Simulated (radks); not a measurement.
Q: Coherent X-ray form factor from a spherical all-electron density. Method: scalar-relativistic Kohn-Sham, r2SCAN, spin-unpolarised, spherical densities, finite nucleus; meta-GGA in the generalised Kohn-Sham scheme; Fermi nuclear charge, rms radius of each element as measured or else 0.836 A^(1/3) + 0.57 fm; computed with a radial shooting solver on a logarithmic mesh with Libxc functionals.

| sin(theta)/lambda (1/angstrom) | f0 (electrons) |
|---|---|
| 0.05 | 75.321 |
| 0.1 | 73.393 |
| 0.15 | 70.502 |
| 0.2 | 67.011 |
| 0.25 | 63.268 |
| 0.3 | 59.536 |
| 0.4 | 52.688 |
| 0.5 | 46.940 |
| 0.6 | 42.160 |
| 0.8 | 34.516 |
| 1 | 28.486 |
| 1.25 | 22.768 |
| 1.5 | 18.898 |
| 2 | 14.701 |

The species is in the configuration that NIST lists as its ground one. Which atom or ion scatters so?

A: The gold ion Au3+, [Xe] 4f14 5d8. Extrapolating in s^2 from the first two rows gives f0(0) = 76.0, near the electron count 76; among species with that count, the fall with angle is slower the higher Z, and the table is that of Z = 79; from so few rows the species is fixed only to a neighbour or two.
